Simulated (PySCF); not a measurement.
PbH4 at several levels of theory

Computed with PySCF 2.14.0 (density fitting, no spin-orbit coupling) at the geometry relaxed with PBE0:

```xyz
5
PbH4 (singlet)
Pb    0.0078    0.3729    0.0000
H    -0.0134   -0.6421    1.4346
H    -0.0134   -0.6421   -1.4346
H     1.4627    1.3582    0.0000
H    -1.4050    1.4179    0.0000
```

```tsv
level	basis	state	HOMO (eV)	gap (eV)	charge on Pb1 (e)	dipole about the centre of mass (D)	largest force component (eV/Å)
PBE0	Pb def2-SVP with ECP60, H def2-SVP	singlet	-8.86	8.78	0.22	0.00	0.00
BLYP	the same	singlet	-7.55	6.54	0.26	0.00	0.30
BP86	the same	singlet	-7.79	6.61	0.21	0.00	0.20
revPBE	the same	singlet	-7.64	6.64	0.22	0.00	0.24
PBE0	Pb def2-TZVP with ECP60, H def2-TZVP	singlet	-8.90	8.46	0.21	0.00	0.08
PBE0	Pb x2c-SVPall, H x2c-SVPall	singlet	-8.90	8.80	0.27	0.00	0.08
```

Charges are Mulliken's, which hang on the basis. The relaxation used the grid (50, 194), these runs (75, 302) or, all-electron (x2c bases, spin-free X2C Hamiltonian), (99, 590).

**Question.** What does wB97X with Pb def2-SVP with ECP60, H def2-SVP give here?

**Answer.** state singlet, HOMO (eV) -11.19, gap (eV) 13.28, charge on Pb1 (e) 0.31, dipole about the centre of mass (D) 0.00, largest force component (eV/Å) 0.03. Time: 1 s on 2 threads of Arm Neoverse V2 (shared host), from an already converged density.

In the first row's basis the gap widens with exact exchange: 6.5 to 6.6 eV for BLYP, BP86, revPBE (none); 8.8 eV for PBE0 (a fixed share); 13.3 eV for wB97X (rising or full at long range).
